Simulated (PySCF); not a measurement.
A PySCF script (with the pyscf-properties extension) for the NMR shieldings of `C[C@@H]1B[C@@H](C(F)(F)F)CC1`, C6H10BF3, on a GFN2-xTB geometry:

```python
import basis_set_exchange as bse
import numpy as np
from pyscf import gto, dft
from pyscf.prop import nmr

atoms = """
C     2.575420    0.564812    0.638789
C     1.194559    0.435058   -0.004726
B    -0.079610    0.901196    0.789224
C    -1.206866   -0.177022    0.481624
C    -2.585180    0.354812    0.174278
F    -2.595444    1.190045   -0.880365
F    -3.471572   -0.617067   -0.118963
F    -3.116618    1.040442    1.201427
C    -0.640985   -1.022584   -0.677752
C     0.872463   -1.000099   -0.467673
H     2.774463    1.598861    0.908086
H     2.630908   -0.039715    1.541222
H     3.353380    0.229017   -0.044172
H     1.197277    1.071870   -0.903246
H    -0.205094    1.844999    1.457878
H    -1.323244   -0.810244    1.370268
H    -0.888740   -0.538241   -1.624610
H    -1.048662   -2.032908   -0.695071
H     1.146254   -1.700854    0.323383
H     1.412143   -1.281699   -1.371156
"""
names = dict.fromkeys(["C", "B", "F", "H"], "pcSseg-1")
basis = {el: gto.basis.parse(bse.get_basis(n, elements=[el], fmt="nwchem")) for el, n in names.items()}
mol = gto.M(atom=atoms, basis=basis, charge=0, verbose=0)
mf = dft.RKS(mol, xc="PBE0")
mf.grids.level = 2
mf.grids.alignment = dft.numint.BLKSIZE   # the property module wants whole blocks of grid points
mf.conv_tol = 1e-9
mf.kernel()

calc = nmr.RKS(mf)   # GIAO
C = mf.mo_coeff
Co = C[:, mf.mo_occ > 0]
resp = mf.gen_response(singlet=True, hermi=2)
def vind(x):   # induced exchange potential for any number of trial vectors
    d = np.einsum("pi,xij,qj->xpq", C, 2 * x.reshape(-1, C.shape[1], Co.shape[1]), Co, optimize=True)
    return np.einsum("xpq,pi,qj->xij", resp(d - d.transpose(0, 2, 1)), C, Co, optimize=True).ravel()
mo1, _ = nmr.rhf.solve_mo1(calc, with_cphf=vind)
sigma = calc.kernel(mo1)
for i, s in enumerate(sigma):   # ppm
    print("%2d %-2s %9.2f" % (i, mol.atom_pure_symbol(i), np.trace(s) / 3))
```

Problem. What does it print?

Solution. 
```
 0 C     170.19
 1 C     140.63
 2 B       7.83
 3 C     132.93
 4 C      49.43
 5 F     253.43
 6 F     247.40
 7 F     248.56
 8 C     156.00
 9 C     148.82
10 H      29.96
11 H      30.84
12 H      30.35
13 H      30.42
14 H      23.71
15 H      29.53
16 H      29.80
17 H      29.28
18 H      30.44
19 H      29.47
```

These numbers come from an equivalent density-fitted implementation of the same equations, which agrees with the script to about 0.01 ppm for H and up to a few tenths of a ppm for heavy atoms, so last digits may differ.

Size and cost of the density-fitted run: 220 basis functions, 52 s wall time on 1 thread of an Arm Neoverse V2, shared host; peak memory 1 GiB.
